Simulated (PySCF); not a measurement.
Point-charge models of `N[Si]([SiH3])([SiH3])[SiH2]P` against its computed dipole.

Coordinates (GFN2-xTB, Å) and charges (e) from the PBE0/pcSseg-1 density (PySCF):

| atom | x | y | z | Mulliken | IAO | Hirshfeld | ESP-fitted |
| --- | --- | --- | --- | --- | --- | --- | --- |
| N1 | -0.086 | -2.019 | -0.037 | -0.6278 | -0.8247 | -0.3184 | -0.9293 |
| Si2 | 0.387 | -0.341 | -0.050 | +0.0354 | +0.3523 | +0.1677 | +0.1471 |
| Si3 | 0.206 | 0.253 | 2.207 | +0.2449 | +0.2886 | +0.2052 | +0.2680 |
| Si4 | 2.538 | -0.391 | -0.957 | +0.2642 | +0.2912 | +0.2097 | +0.2563 |
| Si5 | -1.074 | 0.954 | -1.403 | +0.1740 | +0.2278 | +0.1605 | +0.3451 |
| P6 | -3.043 | 1.455 | -0.451 | -0.2014 | -0.0759 | -0.0220 | -0.3912 |
| H7 | 0.033 | -2.579 | -0.866 | +0.1974 | +0.2605 | +0.1134 | +0.3722 |
| H8 | -0.936 | -2.298 | 0.428 | +0.1982 | +0.2582 | +0.1126 | +0.3664 |
| H9 | -1.186 | 0.403 | 2.650 | -0.0638 | -0.0974 | -0.0754 | -0.1022 |
| H10 | 0.809 | -0.703 | 3.137 | -0.0410 | -0.0867 | -0.0685 | -0.0537 |
| H11 | 0.852 | 1.548 | 2.442 | -0.0573 | -0.0991 | -0.0777 | -0.1050 |
| H12 | 2.921 | -1.688 | -1.519 | -0.0548 | -0.0916 | -0.0693 | -0.0571 |
| H13 | 3.566 | -0.061 | 0.033 | -0.0567 | -0.0944 | -0.0742 | -0.0767 |
| H14 | 2.678 | 0.581 | -2.045 | -0.0608 | -0.1010 | -0.0772 | -0.1092 |
| H15 | -0.526 | 2.265 | -1.782 | -0.0322 | -0.0958 | -0.0813 | -0.1017 |
| H16 | -1.479 | 0.321 | -2.670 | -0.0252 | -0.0897 | -0.0779 | -0.0865 |
| H17 | -3.180 | 0.247 | 0.210 | +0.0466 | -0.0141 | -0.0157 | +0.1270 |
| H18 | -2.489 | 2.059 | 0.661 | +0.0603 | -0.0082 | -0.0121 | +0.1305 |

**Question.** Compute μ = Σ q r for each scheme (1 e·Å = 4.803 D) and compare with the dipole of the full density.

**Answer.** The full density gives (0.22, -1.61, 0.21) D, 1.64 D in size; dipole vectors point from the negative to the positive end.

```json
{"scheme": "Mulliken", "μx": "1.25", "μy": "0.73", "μz": "0.06", "size (D)": "1.45", "share of the full size (%)": "89", "angle to the full dipole (°)": "112"}
{"scheme": "IAO", "μx": "0.45", "μy": "0.24", "μz": "-0.27", "size (D)": "0.58", "share of the full size (%)": "35", "angle to the full dipole (°)": "111"}
{"scheme": "Hirshfeld", "μx": "-0.04", "μy": "-0.66", "μz": "-0.06", "size (D)": "0.67", "share of the full size (%)": "41", "angle to the full dipole (°)": "17"}
{"scheme": "ESP-fitted", "μx": "0.19", "μy": "-1.61", "μz": "0.18", "size (D)": "1.63", "share of the full size (%)": "99", "angle to the full dipole (°)": "1"}
```

**Question.** Which set comes closest?

**Answer.** Length of the difference vector: ESP-fitted 0.04 D, Hirshfeld 1.01 D, IAO 1.92 D, Mulliken 2.56 D. Closest: ESP-fitted. ESP charges are fitted to the potential around the molecule, whose slowest-falling term is the dipole's. The schemes that divide the density aren't constrained to reproduce the dipole.

**Question.** What is left for the Hirshfeld atoms' own dipoles?

**Answer.** The Hirshfeld atoms' densities add up to the full density, so μ = Σ q r + Σ (atomic dipoles). The atomic dipoles sum to (0.22, -1.61, 0.21) − (-0.04, -0.66, -0.06) = (0.26, -0.95, 0.27) D, 1.01 D in size.

**Question.** With the origin at the mean of the coordinates, (0.000, 0.000, -0.001) Å, which are the largest single terms, by size, of the Hirshfeld dipole along the direction of the full one?

**Answer.** N1 -3.01, H7 +1.32, H8 +1.18, H15 +0.99, Si5 -0.97 D; all 18 atoms together +0.64 D. The single terms depend on the origin, their sum doesn't.

**Question.** Give the size of the full dipole in other units.

**Answer.** 1.64 D = 0.644 au = 0.341 e·Å = 5.46 × 10⁻³⁰ C·m.

One conformer (not necessarily the lowest) at the GFN2-xTB geometry, without solvent, vibrations or thermal averaging. GFN2-xTB frequencies show an imaginary mode (27i cm⁻¹), so this geometry is no minimum at that level.

The values belong to the conformer `[NH2:1][Si:2]([SiH3:3])([SiH3:4])[SiH2:5][PH2:6]`: N1–Si2–Si5–P6 78°, H–N1–Si2–Si3 -171°, H–N1–Si2–Si3 50°, H–P6–Si5–Si2 -36°, H–P6–Si5–Si2 56°.
